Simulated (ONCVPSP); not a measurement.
## Cr (Z = 24): ONCV pseudisation with PBE, fully relativistic reference atom.

```
Element                 : chromium (Cr)
Generator               : ONCVPSP 4.0.1
Type                    : optimised norm-conserving Vanderbilt (ONCV)
Functional              : PBE
Relativity              : fully relativistic
Frozen core             : [Ne]
Valence charge          : 14
Reference configuration : 3s2 3p6 3d5 4s1
Partial waves           : 3s+4s: rc 1.65 bohr, ncon 5, nbas 8, qcut 5.9 1/bohr, 2 projectors; 3p: rc 1.40 bohr, ncon 3, nbas 6, qcut 11.6 1/bohr, 1 projector; 3d: rc 1.05 bohr, ncon 5, nbas 9, qcut 8.5 1/bohr, local
Local potential         : the d channel
Core correction         : Teter function fitted to the true core (icmod 2), fcfact 0.75
```

Open shells are filled in proportion to 2j + 1.

All-electron outer shells of the reference configuration (PBE, scalar-relativistic, ld1.x):

| shell | level (eV) | outermost node (bohr) | outermost maximum (bohr) |
| --- | --- | --- | --- |
| 2p | -560.70 | – | 0.20 |
| 3s | -73.99 | 0.36 | 0.78 |
| 3p | -45.44 | 0.33 | 0.80 |
| 4s | -4.01 | 1.12 | 2.74 |
| 3d | -2.91 | – | 0.84 |

**Question.** Estimate the cutoffs (Ha) at which the residual kinetic energy of the hardest occupied pseudo-wave falls to 1 and 0.1 mHa per electron.

**Answer.** 249 Ha and 281 Ha.

**Question.** What does a ghost test show?

**Answer.** No bound ghost flagged; no localised positive-energy state flagged.

**Question.** Which valence shell sets the plane-wave cutoff?

**Answer.** 3d: 249 Ha for 1 mHa per electron, against 27 Ha for 3p.

Its largest configuration-test error is -9.8 meV (3s2 3p6 3d4 4s1 4p1). 1 of 4 tests not solved or not reliable.
